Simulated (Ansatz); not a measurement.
`CC#[N+][InH-]([CH3])[CH3]`: the same geometry under several functionals.

```yaml
crystal:
  periodic: [false, false, false]
  atoms:
    - {symbol: C, position_ang: [0.666672, -1.719062, 2.966827]}
    - {symbol: C, position_ang: [0.545149, -0.865306, 1.807491]}
    - {symbol: N, position_ang: [0.449956, -0.187632, 0.889281]}
    - {symbol: In, position_ang: [0.212505, 1.234647, -1.089288]}
    - {symbol: C, position_ang: [0.742136, -0.313508, -2.514447]}
    - {symbol: C, position_ang: [-1.884300, 1.686695, -0.759692]}
    - {symbol: H, position_ang: [-0.296828, -1.794508, 3.472877]}
    - {symbol: H, position_ang: [0.988780, -2.715199, 2.660103]}
    - {symbol: H, position_ang: [1.401573, -1.302081, 3.656909]}
    - {symbol: H, position_ang: [1.418682, 2.393727, -0.603799]}
    - {symbol: H, position_ang: [1.741085, -0.705456, -2.313515]}
    - {symbol: H, position_ang: [0.027155, -1.138066, -2.477736]}
    - {symbol: H, position_ang: [0.738933, 0.088370, -3.530695]}
    - {symbol: H, position_ang: [-2.490838, 0.779782, -0.806473]}
    - {symbol: H, position_ang: [-2.249377, 2.374843, -1.526252]}
    - {symbol: H, position_ang: [-2.034084, 2.160053, 0.212707]}
basis:
  gaussian: {orbitals: def2-TZVPP}
hamiltonian: {xc: {name: CAM-B3LYP}, dispersion: d4}
output: {orbitals: {seedname: orbitals}}
```

```sh
$ ansatz run in.yaml --threads 4 --pin off --events-out ev --progress --plain --max-ram 11315MiB
```

Shortened log:

```
Functional definition: CAM-B3LYP
1930 factors; their error is unknown
522 factors; integrals over basis functions are off by at most 1.1e-5 eV
mean field evaluation 1: about -10959.0810 eV, gradient 8.0e1 eV
mean field evaluation 2: about -10956.6852 eV, gradient 8.5e1 eV
mean field evaluation 4: about -10972.8059 eV, gradient 5.8e0 eV
mean field evaluation 8: about -10972.8735 eV, gradient 6.5e-2 eV
mean field evaluation 16: about -10972.8934 eV, gradient 5.4e-5 eV
mean field -10972.89337723 eV, -403.2463939191 hartree, gradient 5.4e-5 eV, S^2 0.000000; 0 other end points of the search recorded, 0 dependent functions left out
reference -10972.89356619 eV, -403.2464008633 hartree; 31, 31 occupied and 314, 314 virtual orbitals, 1930 factors
Total energy: -10973.15212029 eV, -403.2559025509 hartree
```

It took 3.9 s on 4 threads of an Intel Xeon 6975P-C on a shared host, with 1.3 GiB of host memory at the peak.

The same input with `hamiltonian: {xc: {name: r2SCAN0}, dispersion: d4}` (abridged; 4.8 s):

```
Functional definition: r2SCAN0
mean field evaluation 16: about -10973.4163 eV, gradient 3.2e-4 eV
mean field -10973.41625928 eV, -403.2656094799 hartree, gradient 1.9e-5 eV, S^2 0.000000
Total energy: -10973.50944970 eV, -403.2690341647 hartree
```

Changing it to `hamiltonian: {xc: {name: BHLYP}, dispersion: d4}` (abridged; 3.7 s):

```
Functional definition: BHLYP
mean field evaluation 16: about -10970.7924 eV, gradient 6.3e-5 eV
mean field -10970.79242046 eV, -403.1691851816 hartree, gradient 6.3e-5 eV, S^2 0.000000
Total energy: -10971.16712282 eV, -403.1829552394 hartree
```

Changing it to `hamiltonian: {xc: {name: B3LYP}, dispersion: d4}` and forces (abridged; 6 s):

```
Functional definition: B3LYP
mean field evaluation 16: about -10978.9062 eV, gradient 3.3e-4 eV
mean field -10978.90617554 eV, -403.4673601811 hartree, gradient 5.2e-5 eV, S^2 0.000000
Total energy: -10979.37259637 eV, -403.4845008307 hartree
Atom 0 force     0.014789    -0.100909     0.137266 eV/Å
Atom 1 force    -0.011239     0.071847    -0.098847 eV/Å
Atom 2 force     0.002391    -0.009978     0.014102 eV/Å
Atom 3 force     0.109130     0.119113     0.033057 eV/Å
Atom 4 force     0.073133    -0.194938    -0.184070 eV/Å
Atom 5 force    -0.265187     0.063951     0.041657 eV/Å
Atom 6 force     0.050862    -0.010233    -0.006721 eV/Å
Atom 7 force    -0.014504     0.036666     0.034621 eV/Å
Atom 8 force    -0.035451    -0.035173    -0.016281 eV/Å
Atom 9 force     0.043178     0.042266     0.015958 eV/Å
Atom 10 force    -0.052743     0.014856    -0.012653 eV/Å
Atom 11 force     0.038168     0.040151    -0.001822 eV/Å
Atom 12 force     0.000751    -0.023245     0.048935 eV/Å
Atom 13 force     0.030447     0.049259     0.004947 eV/Å
Atom 14 force     0.014392    -0.036276     0.041523 eV/Å
Atom 15 force     0.001884    -0.027357    -0.051674 eV/Å
Dipole moment:     0.082085    -0.888377     1.137554 e Å
```

Changing it to `hamiltonian: {xc: {name: wB97M-V}}` and forces (abridged; 11 s):

```
Functional definition: wB97M-V
mean field evaluation 16: about -10972.2484 eV, gradient 1.2e-4 eV
mean field -10972.24842595 eV, -403.2226923967 hartree, gradient 3.4e-5 eV, S^2 0.000000
Total energy: -10972.24850342 eV, -403.2226952436 hartree
Atom 0 force     0.038372    -0.259743     0.354410 eV/Å
Atom 1 force    -0.044169     0.314709    -0.426160 eV/Å
Atom 2 force     0.018618    -0.165814     0.216912 eV/Å
Atom 3 force     0.018866     0.061668    -0.036342 eV/Å
Atom 4 force    -0.001018     0.014677     0.002554 eV/Å
Atom 5 force     0.014402     0.003905    -0.008293 eV/Å
Atom 6 force     0.095007     0.010506    -0.054593 eV/Å
Atom 7 force    -0.032593     0.102029     0.026155 eV/Å
Atom 8 force    -0.073618    -0.038616    -0.072732 eV/Å
Atom 9 force    -0.060297    -0.053840    -0.029540 eV/Å
Atom 10 force    -0.071471     0.018716    -0.023600 eV/Å
Atom 11 force     0.055597     0.050402    -0.012085 eV/Å
Atom 12 force     0.004839    -0.045504     0.065195 eV/Å
Atom 13 force     0.031674     0.071959     0.005799 eV/Å
Atom 14 force     0.008406    -0.051033     0.064381 eV/Å
Atom 15 force    -0.002617    -0.034019    -0.072062 eV/Å
Dipole moment:     0.088858    -0.892651     1.152562 e Å
```

Changing it to `hamiltonian: {xc: {name: BLYP}, dispersion: d4}` (abridged; 2.4 s):

```
Functional definition: BLYP
mean field evaluation 16: about -10972.6687 eV, gradient 2.9e-3 eV
mean field -10972.66873522 eV, -403.2381384774 hartree, gradient 1.6e-5 eV, S^2 0.000000
Total energy: -10973.29026712 eV, -403.2609793533 hartree
```

B3LYP takes the VWN-RPA correlation (the form of Gaussian; ORCA's B3LYP/G).
